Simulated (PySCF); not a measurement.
A survey of ²⁹Si NMR shifts

- coordinates at the GFN2-xTB level
- PBE0/pcSseg-1 with gauge-including orbitals
- run in PySCF 2.14
- isolated molecule, one conformer, no relativistic terms, one averaged value for each set of equivalent atoms

Shieldings were converted by a linear fit to measured shifts: ²⁹Si (scatter 8.9 ppm rms, 25.8 ppm with the 6 outliers that the fit left out vs TMS, solution or neat liquid). A few per cent of atoms miss by over 2 rms, more outside the fitted compound classes.

(1) Give the ²⁹Si shifts of `C=NCCN[Si@@](C)(N)O`, `O=C/C(=C/C(F)(F)F)O[SiH3]`.

(2) Order these by ²⁹Si shift, lowest first.
A. O=CO[Si@@H](O)n1cccc1
B. N#CCC(=O)[SiH3]
C. N#C/C=C/[SiH2]O
D. C=C[C@H](O[SiH2]C#N)C(=O)O

Results:

(1) 
```json
{"compound": "C=NCCN[Si@@](C)(N)O", "environment": "silicon bonded to C, 2 N, O", "δ (ppm)": "-24.9"}
{"compound": "O=C/C(=C/C(F)(F)F)O[SiH3]", "environment": "silicon bonded to O, 3 H", "δ (ppm)": "-37.7"}
```

(2) B (-79.5 ppm, silicon bonded to C, 3 H), D (-59.8 ppm, silicon bonded to C, O, 2 H), A (-45.4 ppm, silicon bonded to N, 2 O, H), C (-31.8 ppm, silicon bonded to C, O, 2 H).
